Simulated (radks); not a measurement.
Spin polarisation of the 3d2 shell in Ti+. Start: [Ar] 3d(up 1, down 1) 4s(up 0.5, down 0.5); electrons of 3d are moved from spin down to spin up, other shells keep equal spins. Calculated with a radial shooting solver on a logarithmic mesh with Libxc functionals: scalar-relativistic Kohn-Sham, PBEsol, spin-polarised, spherical densities, finite nucleus; Fermi nuclear charge, rms radius of each element as measured or else 0.836 A^(1/3) + 0.57 fm.

| moment (Bohr magnetons) | E - E(0) (eV) | e(3d up) (eV) | e(3d down) (eV) | 4s down minus up (eV) | 3p down minus up (eV) | 3s down minus up (eV) |
|---|---|---|---|---|---|---|
| 0 | 0.000 | -11.386 | -11.386 | 0.000 | 0.000 | 0.000 |
| 0.5 | -0.051 | -11.579 | -11.171 | 0.175 | 0.445 | 0.447 |
| 1 | -0.204 | -11.751 | -10.935 | 0.352 | 0.890 | 0.894 |
| 1.5 | -0.459 | -11.901 | -10.677 | 0.530 | 1.336 | 1.341 |
| 2 | -0.816 | -12.029 | -10.396 | 0.711 | 1.781 | 1.787 |

At moment 2 the spin-polarisation energy is -0.816 eV and the 3d exchange splitting 1.633 eV, that is 0.817 eV per Bohr magneton; E = -I m^2/4 would give I = 0.816 eV.
